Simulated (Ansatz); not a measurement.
Relaxation of C₂H₁₁AlOSi₂ (17 atoms, charge 0, multiplicity 1), to a largest force component of 0.015 eV/Å in at most 40 steps.

Method: RKS B3LYP-D4/STO-3G (Ansatz 0.2.0).

```xyz
17
Properties=species:S:1:pos:R:3
C 0.946 -1.819 0.200
Si 1.700 -0.525 -0.941
C 0.416 0.726 -1.559
Al -0.159 1.822 -0.025
O -2.029 1.823 0.338
Si -2.303 0.492 1.376
H 1.664 -2.552 0.465
H 0.077 -2.227 -0.341
H 0.545 -1.252 1.151
H 2.272 -1.224 -2.077
H 2.774 0.168 -0.199
H -0.377 0.203 -2.013
H 0.884 1.425 -2.297
H 0.761 2.638 0.914
H -1.444 0.525 2.575
H -3.699 0.518 1.836
H -2.046 -0.743 0.637
```

Where does it end, and by what steps?

The run converged. Limits of this set-up: minimal basis. After 19 steps the energy has fallen by 1.170 eV; H15 moved furthest, 1.41 Å.

```csv
step,energy less start (eV),largest force component (eV/Å),accepted
0,0.0000,3.618,yes
1,-0.7482,1.789,yes
2,-0.8768,0.623,yes
3,-0.9107,0.479,yes
4,-0.9628,0.288,yes
5,-1.0036,0.385,yes
6,-1.0422,0.615,yes
7,-1.0643,0.683,yes
8,-1.1190,0.796,yes
9,-1.1349,0.549,yes
10,-1.1627,0.086,yes
11,-1.1640,0.110,yes
12,-1.1658,0.059,yes
13,-1.1670,0.041,yes
14,-1.1678,0.049,yes
15,-1.1686,0.069,yes
16,-1.1691,0.063,yes
17,-1.1696,0.038,yes
18,-1.1697,0.037,yes
19,-1.1697,0.007,yes
```

```xyz
17
Properties=species:S:1:pos:R:3
C 1.060 -1.547 0.508
Si 1.583 -0.579 -1.017
C 0.350 0.784 -1.382
Al -0.009 1.917 0.115
O -1.246 1.564 1.186
Si -2.290 0.246 1.132
H 1.778 -2.342 0.742
H 0.080 -2.021 0.366
H 0.987 -0.903 1.394
H 1.714 -1.501 -2.126
H 2.887 -0.007 -0.763
H -0.574 0.319 -1.749
H 0.744 1.383 -2.213
H 0.786 3.141 0.439
H -1.914 -0.730 2.135
H -3.631 0.706 1.427
H -2.324 -0.431 -0.153
```

Run time: 95 s on 1 thread of Arm Neoverse V2, with other jobs on the host, peak memory 0.16 GiB.
